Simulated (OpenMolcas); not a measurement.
Cr2+ (d4) in a complex was computed by CASSCF with the d shell active (OpenMolcas, ANO-RCC-VTZP on the metal). Its lowest spin-free states, and all those of the highest spin:

```
2S+1  Degeneracy  E (cm-1)
   5           2       0.0
   5           3      4610
   3           3     16689
   3           2     19547
   3           3     20716
   3           3     21057
   3           1     22638
   3           1     23926
   3           3     24371
   3           3     25345
   3           2     26037
   1           3     26276
```

Task: Is the site octahedral, tetrahedral or cube-like, axial, or of lower symmetry?

Result: The states with 2S+1 = 5 have orbital degeneracies 2, 3. Threefold states need a cubic site. For d4 at this spin an octahedron puts the twofold E below the threefold T2 and a tetrahedron or cube puts the threefold T2 below the twofold E, so the site is octahedral. The first gap at this spin, 4610 cm-1, is |10Dq| in ligand-field theory. The run had Cr2+ with 6 ligands (chloride) in octahedral coordination (Oh) at 2.56 Å. A charge of +0.667 e stands 2.4 Å behind each ligand. Ligand basis ANO-RCC-VDZP.

An orbital doublet at a regular site is open to a Jahn-Teller distortion, which this geometry leaves out. Without dynamic correlation the repulsion within the d shell is too large (B by tens of per cent), so at a given field states of lower spin stand too high. Ligand-to-metal charge-transfer states are missing. With no ligand orbital active B as a rule stays too high, so bands that hang on it stand too high and its fall with covalency is understated. With metal d orbitals alone and no dynamic correlation the field as a rule comes out too small, by tens of per cent, by up to half for chloride and softer ligands. No measured value stands beside these numbers; the geometry is a model, was not optimised and need not be the one that this ion takes.
